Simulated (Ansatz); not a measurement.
C₂H₃BFNO (`FCB1N=CO1`), relaxed with RKS PBE-D4/def2-SVP in the Gaussian-basis code of Ansatz from a rough embedded geometry. The force threshold is 0.03 eV/Å; the program also tests the step.

Charge 0, multiplicity 1.

Start:

```xyz
9

F    -1.542    0.673   -1.769
C    -1.242    0.840   -0.416
B     0.094    0.053   -0.064
N     1.080    0.011    1.081
C     1.651   -1.059    0.588
O     0.700   -1.197   -0.427
H    -1.114    1.890   -0.138
H    -2.095    0.399    0.192
H     2.467   -1.611    0.953
```

Question: By how much does the energy fall, and how many steps does the optimiser take? (Best estimate.)

Answer: The calculation gave: 144.90 kJ/mol, in 9 steps.

Question: Which bonds change most? (An estimate is asked.)

Answer: Ansatz gave: C5–H9 from 1.051 to 1.112 Å; C2–B3 from 1.590 to 1.559 Å; C5–O6 from 1.398 to 1.424 Å.

Question: Give the relaxed structure. (An estimate is asked.)

Answer: The calculation gave: 
```xyz
9

F    -1.611    0.484   -1.699
C    -1.175    0.758   -0.415
B     0.079   -0.052    0.032
N     0.876   -0.072    1.322
C     1.508   -0.936    0.608
O     0.861   -1.030   -0.658
H    -0.943    1.848   -0.309
H    -1.996    0.570    0.322
H     2.401   -1.570    0.798
```
